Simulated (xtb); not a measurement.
xtb job for FH₃S₃Si, SMILES S[Si](S)(F)S, GFN2-xTB. 

```
$ xtb mol.xyz --gfn 2 --sp --chrg 0 --uhf 0 --json
$ cat mol.xyz
8

F     -1.42709185     1.07611075     0.37622824
Si    -0.16317548     0.12180023     0.04309987
S     -0.94902569    -1.82893918    -0.33611799
S      0.79671571     0.95264695    -1.67713752
S      1.10829674     0.15461215     1.76129987
H     -1.39002249    -2.02635592     0.89705824
H     -0.22524330     0.75350971    -2.49590563
H      1.44776067     1.42952764     1.64068541
```

It prints:

```
[banner left out]
          |                Calculation Setup                |
           -------------------------------------------------



           -------------------------------------------------
          |                 G F N 2 - x T B                 |
           -------------------------------------------------

        Reference                      10.1021/acs.jctc.8b01176
      * Hamiltonian:
        H0-scaling (s, p, d)           1.850000    2.230000    2.230000
        zeta-weighting                 0.500000
      * Dispersion:
        s8                             2.700000
        a1                             0.520000
        a2                             5.000000
        s9                             5.000000
      * Repulsion:
        kExp                           1.500000    1.000000
        rExp                           1.000000
      * Coulomb:
        alpha                          2.000000
        third order                    shell-resolved
        anisotropic                    true
        a3                             3.000000
        a5                             4.000000
        cn-shift                       1.200000
        cn-exp                         4.000000
        max-rad                        5.000000


          ...................................................
          :                      SETUP                      :
          :.................................................:
          :  # basis functions                  47          :
          :  # atomic orbitals                  43          :
          :  # shells                           17          :
          :  # electrons                        32          :
          :  max. iterations                   250          :
          :  Hamiltonian                  GFN2-xTB          :
          :  restarted?                      false          :
          :  GBSA solvation                  false          :
          :  PC potential                    false          :
          :  electronic temp.          300.0000000     K    :
          :  accuracy                    1.0000000          :
          :  -> integral cutoff          0.2500000E+02      :
          :  -> integral neglect         0.1000000E-07      :
          :  -> SCF convergence          0.1000000E-05 Eh   :
          :  -> wf. convergence          0.1000000E-03 e    :
          :  Broyden damping             0.4000000          :
          :  net charge                          0          :
          :  unpaired electrons                  0          :
          ...................................................

 iter      E             dE          RMSdq      gap      omega  full diag
   1    -17.7497945 -0.177498E+02  0.841E+00    5.69       0.0  T
   2    -17.8332946 -0.835000E-01  0.394E+00    4.79       1.0  T
   3    -17.8558709 -0.225763E-01  0.330E+00    5.24       1.0  T
   4    -17.9052430 -0.493721E-01  0.932E-01    4.82       1.0  T
   5    -17.9094463 -0.420333E-02  0.463E-01    4.90       1.0  T
   6    -17.9096433 -0.197019E-03  0.229E-01    4.90       1.0  T
   7    -17.9097026 -0.592927E-04  0.745E-02    4.92       1.0  T
   8    -17.9097177 -0.150947E-04  0.319E-02    4.91       1.1  T
   9    -17.9097240 -0.627590E-05  0.508E-03    4.91       7.0  T
  10    -17.9097241 -0.106828E-06  0.161E-03    4.91      21.9  T
  11    -17.9097241 -0.128174E-07  0.528E-04    4.91      66.9  T
  12    -17.9097241 -0.949711E-09  0.245E-04    4.91     144.2  T

   *** convergence criteria satisfied after 12 iterations ***

         #    Occupation            Energy/Eh            Energy/eV
      -------------------------------------------------------------
         1        2.0000           -0.8956642             -24.3723
       ...           ...                  ...                  ...
        10        2.0000           -0.5220493             -14.2057
        11        2.0000           -0.5068161             -13.7912
        12        2.0000           -0.4555379             -12.3958
        13        2.0000           -0.4553573             -12.3909
        14        2.0000           -0.4194362             -11.4134
        15        2.0000           -0.4128172             -11.2333
        16        2.0000           -0.4126504             -11.2288 (HOMO)
        17                         -0.2321167              -6.3162 (LUMO)
        18                         -0.2208750              -6.0103
        19                         -0.2203313              -5.9955
        20                         -0.2029631              -5.5229
        21                         -0.1691350              -4.6024
       ...                                ...                  ...
        43                          0.8875191              24.1506
      -------------------------------------------------------------
                  HL-Gap            0.1805336 Eh            4.9126 eV
             Fermi-level           -0.3223836 Eh           -8.7725 eV

 SCC (total)                   0 d,  0 h,  0 min,  0.013 sec
 SCC setup                      ...        0 min,  0.000 sec (  0.823%)
 Dispersion                     ...        0 min,  0.000 sec (  0.242%)
 classical contributions        ...        0 min,  0.000 sec (  0.114%)
 integral evaluation            ...        0 min,  0.002 sec ( 14.889%)
 iterations                     ...        0 min,  0.007 sec ( 55.749%)
 molecular gradient             ...        0 min,  0.003 sec ( 26.990%)
 printout                       ...        0 min,  0.000 sec (  1.057%)

         :::::::::::::::::::::::::::::::::::::::::::::::::::::
         ::                     SUMMARY                     ::
         :::::::::::::::::::::::::::::::::::::::::::::::::::::
         :: total energy             -17.843091436979 Eh    ::
         :: gradient norm              0.000450565120 Eh/a0 ::
         :: HOMO-LUMO gap              4.912569818563 eV    ::
         ::.................................................::
         :: SCC energy               -17.909714316036 Eh    ::
         :: -> isotropic ES            0.043629952155 Eh    ::
         :: -> anisotropic ES          0.004018769963 Eh    ::
         :: -> anisotropic XC          0.001205220187 Eh    ::
         :: -> dispersion             -0.007615182065 Eh    ::
         :: repulsion energy           0.066622879057 Eh    ::
         :: add. restraining           0.000000000000 Eh    ::
         :: total charge               0.000000000000 e     ::
         :::::::::::::::::::::::::::::::::::::::::::::::::::::

           -------------------------------------------------
          |                Property Printout                |
           -------------------------------------------------

    * Orbital Energies and Occupations

         #    Occupation            Energy/Eh            Energy/eV
      -------------------------------------------------------------
         1        2.0000           -0.8956642             -24.3723
       ...           ...                  ...                  ...
         4        2.0000           -0.7405537             -20.1515
         5        2.0000           -0.6452034             -17.5569
         6        2.0000           -0.5532724             -15.0553
         7        2.0000           -0.5532527             -15.0548
         8        2.0000           -0.5415873             -14.7373
         9        2.0000           -0.5222038             -14.2099
        10        2.0000           -0.5220493             -14.2057
        11        2.0000           -0.5068161             -13.7912
        12        2.0000           -0.4555379             -12.3958
        13        2.0000           -0.4553573             -12.3909
        14        2.0000           -0.4194362             -11.4134
        15        2.0000           -0.4128172             -11.2333
        16        2.0000           -0.4126504             -11.2288 (HOMO)
        17                         -0.2321167              -6.3162 (LUMO)
        18                         -0.2208750              -6.0103
        19                         -0.2203313              -5.9955
        20                         -0.2029631              -5.5229
        21                         -0.1691350              -4.6024
        22                         -0.1684465              -4.5837
        23                         -0.1357190              -3.6931
        24                         -0.0645586              -1.7567
        25                         -0.0643455              -1.7509
        26                         -0.0406216              -1.1054
        27                         -0.0402756              -1.0960
       ...                                ...                  ...
        43                          0.8875191              24.1506
      -------------------------------------------------------------
                  HL-Gap            0.1805336 Eh            4.9126 eV
             Fermi-level           -0.3223836 Eh           -8.7725 eV

     #   Z          covCN         q      C6AA      α(0)
     1   9 F        0.705    -0.233    11.594     4.020
     2  14 Si       3.332     0.624   111.333    21.180
     3  16 S        1.800    -0.305   154.257    20.905
     4  16 S        1.800    -0.306   154.308    20.908
     5  16 S        1.800    -0.305   154.291    20.907
     6   1 H        0.923     0.175     1.234     1.737
     7   1 H        0.923     0.175     1.235     1.738
     8   1 H        0.923     0.175     1.234     1.737

 Mol. C6AA /au·bohr⁶  :       2937.876213
 Mol. C8AA /au·bohr⁸  :     139678.557364
 Mol. α(0) /au        :         93.132724


Wiberg/Mayer (AO) data.
largest (>0.10) Wiberg bond orders for each atom

 ---------------------------------------------------------------------------
     #   Z sym  total        # sym  WBO       # sym  WBO       # sym  WBO
 ---------------------------------------------------------------------------
     1   9 F    1.244 --     2 Si   1.098
     2  14 Si   4.084 --     1 F    1.098     3 S    0.978     5 S    0.977
                             4 S    0.977
     3  16 S    2.117 --     2 Si   0.978     6 H    0.948
     4  16 S    2.116 --     2 Si   0.977     7 H    0.948
     5  16 S    2.117 --     2 Si   0.977     8 H    0.948
     6   1 H    0.969 --     3 S    0.948
     7   1 H    0.969 --     4 S    0.948
     8   1 H    0.969 --     5 S    0.948
 ---------------------------------------------------------------------------

Topologies differ in total number of bonds
Writing topology from bond orders to xtbtopo.mol

molecular dipole:
                 x           y           z       tot (Debye)
 q only:       -0.173       0.135       0.046
   full:       -0.361       0.281       0.094       1.187
molecular quadrupole (traceless):
                xx          xy          yy          xz          yz          zz
 q only:       -1.097       1.918      -0.032       0.707      -0.586       1.129
  q+dip:       -0.783       1.408      -0.019       0.541      -0.482       0.803
   full:       -1.639       2.867      -0.087       1.051      -0.902       1.725


           -------------------------------------------------
          | TOTAL ENERGY              -17.843091436979 Eh   |
          | GRADIENT NORM               0.000450565120 Eh/α |
          | HOMO-LUMO GAP               4.912569818563 eV   |
           -------------------------------------------------

------------------------------------------------------------------------
------------------------------------------------------------------------
 total:
 SCF:
Note: The following floating-point exceptions are signalling: IEEE_UNDERFLOW_FLAG IEEE_DENORMAL
normal termination of xtb
```

Self-consistency was reached.
